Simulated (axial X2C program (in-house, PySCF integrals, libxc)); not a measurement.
## AgF⁻: the levels of the configuration d10 s1 p(π)0

Calculated with an in-house all-electron X2C program for linear molecules (integrals from PySCF): two-component X2C with atomic mean-field Coulomb and Gaunt terms, basis Ag dyall-v3z, F dyall-av3z (cores contracted in-house). Orbitals come from Hartree–Fock averaged over the configuration Ag d10 s1 p(π)0; CI then distributes these electrons over the d, s, p(π) shells of Ag.

R = 2.167 Å (near the minimum of the configuration average).

Active spinors (ω > 0):

```json
{"shell": "s", "ω": "1/2", "ε (eV)": "2.09", "character": "70% Ag s, 25% Ag p, 3% F p"}
{"shell": "p(π)", "ω": "3/2", "ε (eV)": "4.79", "character": "97% Ag p"}
{"shell": "p(π)", "ω": "1/2", "ε (eV)": "4.80", "character": "97% Ag p"}
```

Filled shells are left out: they mix freely with the closed shells.

Lowest levels of this model:

| Ω | energy (cm⁻¹) | g∥ | configuration |
| --- | --- | --- | --- |
| 1/2 | 0 | 2.00 | 100% d10 s1 |
| 1/2 | 15436 | 0.00 | 100% d10 p(π)1 |
| 3/2 | 15544 | 4.00 | 100% d10 p(π)1 |

g∥ is the magnitude of 2⟨Lz + ge Sz⟩ for the +Ω component.

Q: From Ω and g∥ of the lowest level, whose 2⟨Lz + ge Sz⟩ is positive, find ⟨Sz⟩ and ⟨Lz⟩ (ge = 2.0023).

A: Ω = ⟨Lz⟩ + ⟨Sz⟩ = 1/2 and ⟨Lz⟩ + ge⟨Sz⟩ = 1.000, so ⟨Sz⟩ = 0.50 and ⟨Lz⟩ = 0.00.

Occupations of the active spinors in the lowest level by ω, shell by shell in order of energy: -5/2: 1.00; -3/2: 1.00 1.00 0.00; -1/2: 1.00 1.00 0.00 0.00; 1/2: 1.00 1.00 1.00 0.00; 3/2: 1.00 1.00 0.00; 5/2: 1.00. The leading determinant has weight 1.00 among 649.

This point took 0.96 s on 1 thread of Arm Neoverse V1 (shared host).

Dynamic correlation is missing, so gaps between terms are too wide and other configurations may lie lower; the lowest level listed is that of this model, not necessarily the ground state. For d shells the ligand-field splittings (σ, π, δ) and their order can be off by a thousand cm⁻¹ or more. At most 4 roots were kept for each Ω > 0 (twice that for Ω = 0) within 3.2 eV of the lowest, so higher up levels can be missing between those listed; levels with Ω > 0 are doubly degenerate and listed once, Ω = 0 levels singly. States that fill the shells left empty in the average are placed too high. For an anion, levels above electron detachment are held by the basis set.
